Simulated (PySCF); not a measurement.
# Spinor energies of Ce⁵⁶⁺ (cerium, charge +56)

Start: 1s2. Calculated with PySCF 2.14 in an even-tempered Gaussian basis (16 s from 16 bohr⁻², ratio 2.6; 12 p from 21 bohr⁻², ratio 2.6; 6 d from 21 bohr⁻², ratio 2.8; 3 f from 900 bohr⁻², ratio 2.8): generalised Hartree-Fock with the X2C-1e Hamiltonian and a Gaussian nucleus; spin-orbit coupling (SO) screened by Boettger's factors.

```csv
spinor shell,electrons,"ε, screened SO (eV)",weight of nominal j (screened SO),"rms radius, screened SO (bohr)"
1s1/2,2,-46930.8,1.000,0.0278
```

```csv
quantity,screened SO
E (hartree),-3489.34214
M_J,0
⟨J²⟩,0.000
⟨L²⟩,0.000
⟨S²⟩,0.000
```

Breit and QED terms are absent; they matter most for the inner s and p1/2 levels.

Densities and radii are taken from the X2C orbitals without a picture-change correction, which distorts them close to the nucleus.
